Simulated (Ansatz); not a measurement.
System: sum formula HSiOCl2, net charge 0, doublet state. It need not be the lowest isomer of its formula. SMILES: [O][SiH](Cl)Cl
Geometry: optimised at B3LYP-D3(BJ)/def2-TZVP (Ansatz, an electronic-structure program).

Property: atomisation energy (electronic, to ground-state atoms); the coupled-cluster value holds the core correlation from cc-pwCVTZ, in kcal/mol. Cores are frozen in the correlated levels unless marked. UHF or UKS for open shells. No spin-orbit coupling. No relativistic terms. CBS marks a two-point X^-3 extrapolation of the correlation energy; Hartree-Fock from the larger set (for Q and 5 zeta extrapolated as (X+1)exp(-9√X)).

Level to compare with: CCSD(T)/CBS(cc-pV(Q+d)Z,cc-pV(5+d)Z) plus the core term (Ansatz), 373.2 kcal/mol. It is a level with limits of its own, and the differences hold the functionals' basis error too.

Q: Rank these functionals by how close they come to CCSD(T)/CBS(cc-pV(Q+d)Z,cc-pV(5+d)Z), closest first: SVWN5/def2-TZVPD (Ansatz); B97M-V/def2-TZVPD (Ansatz); PBE/def2-TZVPD (Ansatz).

A: PBE/def2-TZVPD (GGA, 374.5 kcal/mol, difference 1.3), B97M-V/def2-TZVPD (meta-GGA with VV10, 378.3 kcal/mol, difference 5.1), SVWN5/def2-TZVPD (LDA, 428.4 kcal/mol, difference 55.2)
